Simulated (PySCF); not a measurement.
## How the method changes the constants of BeAs⁺

State: ³Σ⁻ (triplet), unpaired electrons π ↑↑. Set-up: PySCF, no relativity, basis sets Be def2-TZVP, As def2-TZVP. De refers to Be⁺ + As in their high-spin ground configurations, without counterpoise correction. The functionals are run spin-unrestricted. A positive dipole points towards As; it is taken about the centre of mass and depends on that origin.

| Level | Re (Å) | ωe (cm⁻¹) | De (eV) | μ (D) |
| --- | --- | --- | --- | --- |
| ROHF | 2.151 | 525 | 1.18 | -8.20 |
| ROHF-MP2 | 2.137 | 569 | 2.14 | n/a |
| ROHF-SCS-MP2 | 2.153 | 541 | 2.20 | n/a |
| ROHF-CCSD | 2.162 | 513 | 2.27 | n/a |
| ROHF-CCSD(T) | 2.165 | 517 | 2.37 | n/a |
| PBE | 2.138 | 551 | 2.85 | -6.82 |
| PW91 | 2.135 | 554 | 2.89 | -6.84 |
| TPSS | 2.133 | 555 | 2.80 | -7.03 |
| r²SCAN | 2.121 | 571 | 2.59 | -7.34 |
| TPSSh | 2.128 | 558 | 2.73 | -7.18 |
| PBE0 | 2.125 | 559 | 2.63 | -7.25 |

The bond length runs from 2.121 Å (r²SCAN) to 2.165 Å (ROHF-CCSD(T)). De spans 1.18 eV (ROHF, mean field) to 2.89 eV (PW91, GGA). Correlation at CCSD(T) changes the Hartree–Fock bond energy by +1.19 eV; the triples alone change it by +0.10 eV.

Correlated steps freeze 9 core orbitals. Spin–orbit coupling is left out. For an ion De counts to the pair picked by the measured ionisation energies or electron affinities, which need not be the lowest pair at this level. The state is the lowest determinant that a PBE0 search found; another state may lie lower at other levels.
